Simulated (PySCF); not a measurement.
Computed IR spectrum (relative IR intensity) of a molecule C3H4O3. Coordinates come from a PBE-D3(BJ)/def2-SVP optimisation. Other conformers were not sampled. Calculation: PBE-D3(BJ)/def2-SVP run with PySCF 2.14.0. No scaling factor is applied to the harmonic values.

Lines under 2 % of the strongest are left out, and lines within 2 cm⁻¹ are merged.

```
ν (cm⁻¹)  relative intensity
--------  ------------------
736                      3.3
945                      2.1
1047                     2.6
1081                      31
1091                      43
1117                     5.2
1194                     3.9
1346                     7.8
1908                     100
2973                     4.8
2978                     7.0
3067                     3.2
```

Task: Which molecule gave these data?
A. CC1OC(=O)O1
B. O=C1OCCO1
C. O=CC1OCO1

Result: B, O=C1OCCO1
